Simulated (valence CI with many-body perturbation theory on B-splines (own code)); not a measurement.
Forbidden lines of Pb XXXII

Calculated by valence CI with perturbative core correlation (CI+MBPT): five valence electrons over a frozen Dirac-Fock core [Kr] 4d10, radial functions for each j: 7 s, 7 p, 7 d, 7 f, 4 g, 2 h, with the one-electron correlation potential Σ1 (screened to all orders), the two-electron term Σ2, the three-electron term Σ3, Breit, model QED; selected single and double excitations, second order for the rest, scaled by the run's own slope (own B-spline code, finite nucleus).

No measured spectrum was set against this ion. As an estimate, large intervals hold to a few tenths of a per cent, small ones and those within an open d or f shell to about a per cent. Among the levels kept, up to 960 cm⁻¹ of a level comes from second order outside the variational space, and about a tenth of that is noise between levels of different J, which matters for small intervals. Only levels of the ground parity were solved; by the run's estimate the other parity begins above the list, which can be wrong where configurations are misplaced.

Lines 51 to 100 of 120 in falling wavelength, among levels below 419220 cm⁻¹, chosen from the decays that carry over 1 % of a level's rate. Wavelengths and rates use the calculated energies. Weak lines are less certain than strong ones. Lines between different terms over intervals too small for the method are left out, as are lines whose strength nearly cancels. Where a level lies close to another of its J and parity, the split of strength between their lines is uncertain.

Levels are named by their leading jj configuration (3d3/2^4 stands for four electrons in 3d with j = 3/2), which in mixed levels can hold well under half, so a name can repeat and another be missing. Letters in brackets count levels of one name in rising energy.

```tsv
λ vac (nm)	Upper	Lower	Type	A (s⁻¹)	Branch %
274.6	(4f5/2^3 4f7/2^2) J=11/2 [b]	(4f5/2^4 4f7/2) J=11/2 [b]	M1	4.99e+01	4.2
266.3	(4f5/2^3 4f7/2^2) J=13/2 [a]	(4f5/2^4 4f7/2) J=11/2 [a]	M1	7.16e+02	46.0
260.8	(4f5/2^3 4f7/2^2) J=11/2 [a]	(4f5/2^4 4f7/2) J=11/2 [a]	M1	7.74e+02	36.6
254.9	(4f5/2^3 4f7/2^2) J=5/2 [d]	(4f5/2^3 4f7/2^2) J=5/2 [b]	M1	3.84e+02	14.1
253.6	(4f5/2^3 4f7/2^2) J=13/2 [b]	(4f5/2^4 4f7/2) J=11/2 [b]	M1	3.13e+02	26.3
246.5	(4f5/2^3 4f7/2^2) J=17/2 [b]	(4f5/2^3 4f7/2^2) J=15/2 [a]	M1	6.99e+00	20.9
241.6	(4f5/2^4 4f7/2) J=5/2	(4f5/2^5) J=5/2	M1	1.48e+03	99.0
238.0	(4f5/2^3 4f7/2^2) J=5/2 [a]	(4f5/2^4 4f7/2) J=3/2 [a]	M1	1.74e+03	32.6
225.9	(4f5/2^3 4f7/2^2) J=9/2 [c]	(4f5/2^4 4f7/2) J=9/2 [a]	M1	5.03e+01	3.9
225.7	(4f5/2^4 4f7/2) J=11/2 [b]	(4f5/2^3 4f7/2^2) J=9/2 [a]	M1	5.10e+02	80.7
225.0	(4f5/2^3 4f7/2^2) J=13/2 [c]	(4f5/2^3 4f7/2^2) J=15/2 [a]	M1	8.08e+01	4.9
223.2	(4f5/2^4 4f7/2) J=3/2 [a]	(4f5/2^5) J=5/2	M1	7.21e+02	99.7
220.9	(4f5/2^3 4f7/2^2) J=17/2 [a]	(4f5/2^4 4f7/2) J=15/2	M1	1.45e+03	95.7
220.7	(4f5/2^3 4f7/2^2) J=13/2 [c]	(4f5/2^4 4f7/2) J=11/2 [b]	M1	2.59e+01	1.6
220.2	(4f5/2^3 4f7/2^2) J=5/2 [a]	(4f5/2^4 4f7/2) J=5/2	M1	8.70e+02	16.4
217.6	(4f5/2^3 4f7/2^2) J=5/2 [c]	(4f5/2^3 4f7/2^2) J=5/2 [a]	M1	5.33e+02	12.2
215.8	(4f5/2^3 4f7/2^2) J=7/2 [b]	(4f5/2^3 4f7/2^2) J=7/2 [a]	M1	8.56e+02	25.1
213.3	(4f5/2^4 4f7/2) J=9/2 [b]	(4f5/2^4 4f7/2) J=9/2 [a]	M1	8.34e+02	26.3
210.0	(4f5/2^3 4f7/2^2) J=9/2 [b]	(4f5/2^3 4f7/2^2) J=9/2 [a]	M1	7.05e+02	16.4
208.8	(4f5/2^3 4f7/2^2) J=3/2 [a]	(4f5/2^4 4f7/2) J=1/2	M1	2.49e+03	60.2
201.3	(4f5/2^3 4f7/2^2) J=11/2 [b]	(4f5/2^4 4f7/2) J=9/2 [a]	M1	3.92e+02	32.9
194.8	(4f5/2^3 4f7/2^2) J=11/2 [a]	(4f5/2^3 4f7/2^2) J=9/2 [a]	M1	1.30e+03	61.3
194.5	(4f5/2^4 4f7/2) J=9/2 [a]	(4f5/2^4 4f7/2) J=7/2 [a]	M1	7.97e+01	29.3
190.3	(4f5/2^3 4f7/2^2) J=3/2 [a]	(4f5/2^4 4f7/2) J=3/2 [a]	M1	1.17e+03	28.4
181.9	(4f5/2^3 4f7/2^2) J=15/2 [b]	(4f5/2^4 4f7/2) J=13/2	M1	6.25e+02	56.2
178.7	(4f5/2^3 4f7/2^2) J=3/2 [a]	(4f5/2^4 4f7/2) J=5/2	M1	1.36e+02	3.3
172.9	(4f5/2^3 4f7/2^2) J=5/2 [a]	(4f5/2^4 4f7/2) J=7/2 [a]	M1	1.83e+03	34.5
172.4	(4f5/2^3 4f7/2^2) J=7/2 [c]	(4f5/2^3 4f7/2^2) J=7/2 [a]	M1	3.53e+02	9.0
170.4	(4f5/2^3 4f7/2^2) J=5/2 [b]	(4f5/2^4 4f7/2) J=5/2	M1	3.10e+03	82.4
169.9	(4f5/2^3 4f7/2^2) J=15/2 [b]	(4f5/2^4 4f7/2) J=15/2	M1	1.19e+01	1.1
166.4	(4f5/2^3 4f7/2^2) J=11/2 [b]	(4f5/2^4 4f7/2) J=13/2	M1	1.80e+02	15.1
165.8	(4f5/2^3 4f7/2^2) J=9/2 [c]	(4f5/2^3 4f7/2^2) J=7/2 [a]	M1	4.45e+02	34.2
162.9	(4f5/2^3 4f7/2^2) J=7/2 [b]	(4f5/2^3 4f7/2^2) J=9/2 [a]	M1	1.63e+03	47.8
162.6	(4f5/2^3 4f7/2^2) J=1/2 [a]	(4f5/2^4 4f7/2) J=1/2	M1	7.61e+02	18.9
160.4	(4f5/2^3 4f7/2^2) J=9/2 [c]	(4f5/2^4 4f7/2) J=11/2 [a]	M1	4.10e+02	31.5
158.9	(4f5/2^4 4f7/2) J=9/2 [b]	(4f5/2^3 4f7/2^2) J=7/2 [a]	M1	1.42e+03	44.8
155.4	(4f5/2^3 4f7/2^2) J=7/2 [a]	(4f5/2^5) J=5/2	M1	5.60e+01	6.2
153.9	(4f5/2^4 4f7/2) J=9/2 [b]	(4f5/2^4 4f7/2) J=11/2 [a]	M1	1.77e+02	5.6
152.7	(4f5/2^3 4f7/2^2) J=3/2 [b]	(4f5/2^4 4f7/2) J=1/2	M1	4.51e+01	4.9
151.1	(4f5/2^3 4f7/2^2) J=1/2 [a]	(4f5/2^4 4f7/2) J=3/2 [a]	M1	3.26e+03	80.8
149.2	(4f5/2^3 4f7/2^2) J=13/2 [b]	(4f5/2^4 4f7/2) J=15/2	M1	4.42e+01	3.7
147.6	(4f5/2^3 4f7/2^2) J=11/2 [b]	(4f5/2^4 4f7/2) J=11/2 [a]	M1	2.20e+02	18.5
147.1	(4f5/2^3 4f7/2^2) J=9/2 [b]	(4f5/2^4 4f7/2) J=7/2 [a]	M1	3.46e+03	80.6
146.2	(4f5/2^3 4f7/2^2) J=5/2 [c]	(4f5/2^3 4f7/2^2) J=7/2 [a]	M1	1.27e+03	29.0
144.9	(4f5/2^3 4f7/2^2) J=13/2 [c]	(4f5/2^4 4f7/2) J=13/2	M1	2.33e+02	14.0
144.9	(4f5/2^3 4f7/2^2) J=17/2 [b]	(4f5/2^4 4f7/2) J=15/2	M1	2.03e+00	6.1
144.3	(4f5/2^3 4f7/2^2) J=7/2 [b]	(4f5/2^4 4f7/2) J=5/2	M1	5.42e+01	1.6
142.6	(4f5/2^3 4f7/2^2) J=3/2 [b]	(4f5/2^4 4f7/2) J=3/2 [a]	M1	6.33e+02	68.9
141.3	(4f5/2^3 4f7/2^2) J=13/2 [b]	(4f5/2^4 4f7/2) J=11/2 [a]	M1	1.90e+02	15.9
140.7	(4f5/2^3 4f7/2^2) J=5/2 [b]	(4f5/2^4 4f7/2) J=7/2 [a]	M1	3.61e+02	9.6
```
